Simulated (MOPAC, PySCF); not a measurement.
C₂H₅NO, SMILES `C/N=C\O` (N–C–O–H torsion 0°), neutral singlet in the gas phase. 

Cartesian coordinates (Å):
SMILES: C/N=C\O
```xyz
9

C     -1.1174    -0.2175    -0.0529
N      0.1313    -0.9243    -0.2894
C      1.2182    -0.3156    -0.1143
O      1.4211     0.9694     0.2829
H     -1.9504    -0.8892    -0.2510
H     -1.2118     0.1251     0.9858
H     -1.2342     0.6532    -0.7113
H      2.1700    -0.8100    -0.2807
H      0.5732     1.4088     0.4308
```
Charge 0, multiplicity 1.

All levels are single points at this geometry (B3LYP-D3(BJ)/def2-TZVP); Pople sets use spherical d functions. Orbital energies aren't observables, and empty levels follow the basis.

B3LYP/3-21G in PySCF gives HOMO (eV) = -6.51.

Task: Estimate the HOMO (eV) from each of these levels: B3LYP-D3(BJ)/def2-TZVP in PySCF; PBE-D3(BJ)/def2-TZVP in PySCF; B3LYP/6-31G* in PySCF; SVWN5/6-31G* in PySCF; HF/6-31G* in PySCF; HF/STO-3G in PySCF; PM3 in MOPAC; PM7 in MOPAC.

Result: 
```
level                            HOMO (eV)
-------------------------------  ---------
B3LYP-D3(BJ)/def2-TZVP in PySCF      -7.32
PBE-D3(BJ)/def2-TZVP in PySCF        -6.02
B3LYP/6-31G* in PySCF                -6.95
SVWN5/6-31G* in PySCF                -5.69
HF/6-31G* in PySCF                  -10.76
HF/STO-3G in PySCF                   -8.59
PM3 in MOPAC                        -10.40
PM7 in MOPAC                        -10.75
```
